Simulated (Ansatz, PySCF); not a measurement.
Process, species as SMILES: FCBr [bromo(fluoro)methane] → F[CH-]Br + H+
Structures are relaxed separately at B3LYP-D3(BJ)/def2-TZVP in Ansatz (a program for electronic structure).

Wanted: gas-phase deprotonation energy (enthalpy at 298 K, with B3LYP-D3(BJ) rigid-rotor harmonic-oscillator terms from PySCF), in kcal/mol. Cores are frozen in the correlated levels unless marked. No spin-orbit coupling. The frozen core is the preceding noble-gas configuration, with the filled d and f shells of earlier blocks. Non-relativistic. Anions need diffuse functions: aug- sets have them; def2-D sets add few; the other sets have none. CBS(X,Y): correlation extrapolated as X^-3; Hartree-Fock from the larger set. [CCSD(T)-MP2]/basis is that difference in the basis named.

```tsv
level	program	gas-phase deprotonation energy (kcal/mol)
HF/6-31G	Ansatz	377.6
B3LYP-D3(BJ)/def2-TZVPD	Ansatz + dftd3	379.1
BHLYP-D4/def2-TZVPD	Ansatz + dftd4	382.7
PBE-QIDH/def2-TZVPD	Ansatz	385.0
MP2/6-31G*	Ansatz	390.6
```

Q: Estimate the value at RI-MP2/CBS(aug-cc-pVTZ,aug-cc-pVQZ)+[CCSD(T)-MP2]/aug-cc-pVTZ as computed with Ansatz.

A: 380.8 kcal/mol, so MP2/6-31G* differs from it by 9.8 kcal/mol.
